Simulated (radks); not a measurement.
The numbers below are computed, except where a source is named.
All-electron atom: Mo3+ in [Kr] 4d2.25 5s0.75 (fractional occupations, a model configuration). Level of theory: scalar-relativistic Kohn-Sham, r2SCAN, spin-unpolarised, spherical densities, finite nucleus; meta-GGA in the generalised Kohn-Sham scheme; Fermi nuclear charge, rms radius 4.4091 fm (a radial shooting solver on a logarithmic mesh with Libxc functionals).

Unscreened Slater integrals over Kohn-Sham orbitals (eV).

\begin{tabular}{lr}
integral & value \\ \hline
F0(5s,5s) & 9.1154 \\
F0(5s,4d) & 10.780 \\
G2(5s,4d) & 2.0801 \\
F0(5s,4p) & 11.255 \\
G1(5s,4p) & 0.91910 \\
F0(5s,4s) & 11.392 \\
G0(5s,4s) & 0.60778 \\
F0(4d,4d) & 15.689 \\
F2(4d,4d) & 7.9620 \\
F4(4d,4d) & 5.2355 \\
F0(4d,4p) & 17.561 \\
F2(4d,4p) & 8.7074 \\
G1(4d,4p) & 10.870 \\
G3(4d,4p) & 6.6621 \\
F0(4d,4s) & 18.129 \\
G2(4d,4s) & 7.8765 \\
F0(4p,4p) & 20.342 \\
F2(4p,4p) & 10.752 \\
F0(4p,4s) & 21.264 \\
G1(4p,4s) & 14.475 \\
F0(4s,4s) & 22.345 \\
\end{tabular}

Derived for the open shells (J is the average intra-shell exchange parameter used in DFT+U). 4d: Racah B = F2/49 - 5 F4/441 = 0.1031 eV, C = 35 F4/441 = 0.4155 eV, C/B = 4.03, F4/F2 = 0.658, J = (F2 + F4)/14 = 0.9427 eV.
